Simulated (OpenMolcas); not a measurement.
C2H7BO (SMILES CCBO): the dipole moment, rung by rung

C2H7BO has 11 atoms, charge 0, and is taken as a singlet. As SMILES, `CCBO`. The shape is that of a PBE0-D4/def2-TZVP optimisation. This is one conformer, not always the lowest.

```xyz
11

C    -0.5562    1.3140    0.1941
C    -0.1481   -0.1264    0.4987
B     0.8442   -0.7497   -0.5450
O     0.7752   -2.0346   -0.9682
H    -1.1236    1.3786   -0.7379
H    -1.1781    1.7372    0.9863
H     0.3223    1.9540    0.0824
H    -1.0373   -0.7547    0.6403
H     0.3803   -0.1477    1.4643
H     1.7483   -0.1083   -1.0100
H     0.0385   -2.5195   -0.5844
```

Quantity: the dipole moment, in D. The values are calculated.

```csv
level,kind,program,value (D),CPU time
HF/def2-SVP,Hartree–Fock,OpenMolcas,1.95,6.8 s
PBE/def2-SVP,GGA,OpenMolcas,1.90,36 s
revPBE/def2-SVP,GGA,OpenMolcas,1.88,37 s
M06-L/def2-SVP,meta-GGA,OpenMolcas,1.95,44 s
B3LYP/def2-SVP,global hybrid,OpenMolcas,1.89,33 s
BHLYP/def2-SVP,global hybrid,OpenMolcas,1.91,33 s
M06-2X/def2-SVP,hybrid meta-GGA,OpenMolcas,1.91,49 s
PBE0/def2-SVP,global hybrid,OpenMolcas,1.92,34 s
```

The values span 1.88 to 1.95 D. Magnitudes only. CPU times are rough (shared hosts, several kinds of processor and program).
